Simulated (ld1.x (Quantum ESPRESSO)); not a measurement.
The numbers below are computed, except where a source is named.
Hardness and transferability of assorted potentials

Generated with ld1.x 7.5 (TM, RRKJ, ultrasoft, PAW), atompaw 4.2 or ONCVPSP 4.0.1. The cutoff is in Ry: for ld1.x and atompaw files where the sum of valence levels is converged to 10 mRy in a Bessel basis, for ONCV files where the hardest occupied wave has 1 mHa per electron of residual kinetic energy. The error is the largest all-electron minus pseudo excitation energy over each file’s own four to seven test configurations (ionisations up to +4, promotions, holes and added fractions of an electron), all of which were solved. The labels leave out finer settings (local radius, basis sizes, second energies), which also bear on the numbers. Spin-polarised tests are not counted. The rows are a selection from randomly drawn settings: files with unsolved tests, undetermined cutoffs or missed reference levels are left out.

A true bound ghost makes a file unfit for plane-wave use even where its test errors are small: the radial tests pick states by their node count and pass the ghost by.

| element | potential | cutoff (Ry) | largest error (meV) | bound ghosts |
| --- | --- | --- | --- | --- |
| He | ultrasoft, LDA (PZ), scalar-relativistic, rc 0.80/0.65 (sp), local smoothed, core correction no, reference 1s2 | 55 | +13 | none |
| Rh | RRKJ, revPBE, scalar-relativistic, rc 1.70/1.20/1.40 (spd), local d, core correction no, reference 4s2 4p6 4d8 5s0 5p0 | 100 | -215 | none |
| Pt | ultrasoft, BLYP, fully relativistic, rc 2.45/4.70/1.50 (spd), local smoothed, core correction no, reference 5d9.5 6s0.5 6p0 | 50 | -192 | s, p3/2 |
| Pb | TM semilocal, LDA (PZ), scalar-relativistic, rc 1.80/2.85/2.15/2.85 (spdf), local f, core correction no, reference 5d10 6s2 6p2 | 50 | -33 | none |

(1) Fill in the row for Mn: ultrasoft, LDA (PZ), fully relativistic, rc 1.55/1.95/0.90 (spd), local smoothed, core correction yes, reference 3s2 3p6 3d5 4s1 4p1.

(2) Fill in the row for Hg: TM, PBE, scalar-relativistic, rc 1.25/1.25/2.05 (spd), local s, core correction yes, reference 5s2 5p6 5d10 6s0 6p0.

Answers

(1) cutoff 140 Ry, largest error -33 meV, bound ghosts: none.

(2) cutoff 140 Ry, largest error +2803 meV, bound ghosts: none.
